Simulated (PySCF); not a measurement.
Job file and geometry (Å, from GFN2-xTB) of an NMR shielding run on `CC[C@@H](PC=C)C`, C₆H₁₃P, PySCF, GIAO PBE0/pcSseg-1 NMR shielding, non-relativistic, gas phase; density fitting, a coarse starting grid and PySCF grid level 2 are the driver's defaults:

```
$ OMP_NUM_THREADS=1 python probes_run.py task.json out

{"job": {"kind": "nmr", "xc": "PBE0", "basis": "pcSseg-1"}, "charge": 0, "multiplicity": 1}
C      3.226116    -0.961192     0.768035
C      2.193681    -0.880531    -0.056455
P      1.466737     0.671747    -0.655244
C     -0.266367     0.452395     0.055750
C     -0.874483     1.827078     0.309994
C     -1.091074    -0.377424    -0.931405
C     -2.418710    -0.856911    -0.355937
H      3.687047    -0.080022     1.185351
H      3.657192    -1.906958     1.056254
H      1.764108    -1.778552    -0.486722
H      1.944523     1.449927     0.407657
H     -0.181290    -0.091973     1.004945
H     -0.256839     2.397113     1.002791
H     -1.869425     1.736176     0.740519
H     -0.948773     2.386638    -0.621159
H     -1.272380     0.219447    -1.828860
H     -0.507896    -1.252639    -1.233811
H     -2.254669    -1.432768     0.552788
H     -2.931951    -1.490853    -1.075487
H     -3.070695    -0.020020    -0.120214
```

Question: Write the output of this run.

Answer: 
```
coarse grid: 16200 points
cycle   1  E = -577.2185448999  dE =  5.195e-01  |g| = 4.393e-01  |ddm| = 3.842e+00
cycle   2  E = -577.2088494704  dE =  9.695e-03  |g| = 4.866e-01  |ddm| = 8.156e-01
cycle   3  E = -577.2712206025  dE = -6.237e-02  |g| = 4.265e-02  |ddm| = 4.589e-01
cycle   4  E = -577.2715800624  dE = -3.595e-04  |g| = 2.367e-02  |ddm| = 8.288e-02
cycle   5  E = -577.2717137690  dE = -1.337e-04  |g| = 5.963e-03  |ddm| = 2.688e-02
cycle   6  E = -577.2717224213  dE = -8.652e-06  |g| = 2.191e-03  |ddm| = 8.773e-03
final grid: 149016 points
cycle   7  E = -577.3160908110  dE = -4.469e-05  |g| = 1.016e-02  |ddm| = 3.433e-02
cycle   8  E = -577.3160753754  dE =  1.544e-05  |g| = 1.275e-02  |ddm| = 1.991e-02
cycle   9  E = -577.3161173758  dE = -4.200e-05  |g| = 1.381e-03  |ddm| = 1.202e-02
cycle  10  E = -577.3161178442  dE = -4.684e-07  |g| = 3.329e-04  |ddm| = 1.316e-03
cycle  11  E = -577.3161178713  dE = -2.710e-08  |g| = 9.581e-05  |ddm| = 4.273e-04
cycle  12  E = -577.3161178735  dE = -2.169e-09  |g| = 3.347e-05  |ddm| = 1.353e-04
cycle  13  E = -577.3161178738  dE = -2.683e-10  |g| = 7.106e-06  |ddm| = 3.699e-05
converged SCF energy = -577.3161178738

GIAO shielding tensors (ppm)
atom      isotropic    diamagn.    paramagn.     s11        s22        s33       span
  0 C       58.086     252.975    -194.889    -57.039     74.294    157.004    214.044
  1 C       41.033     263.431    -222.398    -81.186     37.123    167.163    248.349
  2 P      364.315     968.370    -604.055    323.995    355.178    413.771     89.776
  3 C      147.109     252.871    -105.763    136.403    145.913    159.010     22.608
  4 C      167.271     248.019     -80.748    150.386    164.056    187.372     36.986
  5 C      154.749     249.365     -94.616    140.696    154.970    168.582     27.887
  6 C      171.943     246.455     -74.512    155.546    172.459    187.824     32.279
  7 H       25.752      31.406      -5.654     22.216     24.700     30.340      8.124
  8 H       25.862      28.988      -3.126     22.171     24.741     30.674      8.503
  9 H       25.173      33.562      -8.389     22.224     23.963     29.331      7.107
 10 H       28.001      33.495      -5.494     23.538     28.106     32.359      8.822
 11 H       29.966      36.007      -6.040     26.880     29.737     33.282      6.402
 12 H       30.570      31.357      -0.787     25.479     28.898     37.334     11.855
 13 H       30.010      31.211      -1.202     24.478     29.011     36.540     12.062
 14 H       30.975      31.005      -0.030     27.619     28.469     36.838      9.220
 15 H       30.529      32.518      -1.989     26.391     30.126     35.070      8.680
 16 H       30.044      33.676      -3.632     23.887     31.459     34.787     10.901
 17 H       31.024      30.781       0.243     26.608     29.202     37.262     10.654
 18 H       30.464      28.281       2.183     25.713     27.614     38.065     12.353
 19 H       30.397      30.105       0.293     25.288     29.899     36.005     10.716
```

Size and cost of the density-fitted run: 191 basis functions, 29 s wall time on 1 thread of an Arm Neoverse V1, shared host; peak memory 0.85 GiB.
